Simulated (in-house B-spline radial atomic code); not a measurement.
A fraction x of an electron is added to 5s in Rb, starting from [Kr] 5s1 and keeping the highest spin. Level of theory: scalar-relativistic (X2C) PBEsol, spin-polarised, spherical fractional occupations, Fermi nucleus of rms radius 4.2036 fm; calculated with a radial B-spline atomic code at the basis-set limit.

```
  x  E(x) - E(0) (eV)  5s down level (eV)
  0            0.0000                   -
0.1           -0.1668              -1.548
0.2           -0.3068              -1.254
0.3                 ?                   ?
0.4           -0.5020              -0.705
0.5                 ?                   ?
0.6           -0.5908              -0.189
```

Q: What belongs in the row x = 0.3?

A: An energy change of -0.4181 eV; 5s down at -0.974 eV.

Q: What belongs in the row x = 0.5?

A: An energy change of -0.5593 eV; 5s down at -0.443 eV.

Q: Check Janak's theorem between x = 0.1 and 0.2.

A: The slope of the energy is -1.40 eV; the orbital levels give -1.40 eV (ε of the filling orbital, averaged over the two points).

Q: Up to what added charge does this functional bind the extra electron?

A: The highest level rises by about 2.5 eV per electron near x = 0.6 and would reach zero near x = 0.67, so a whole extra electron isn't bound at the basis-set limit.
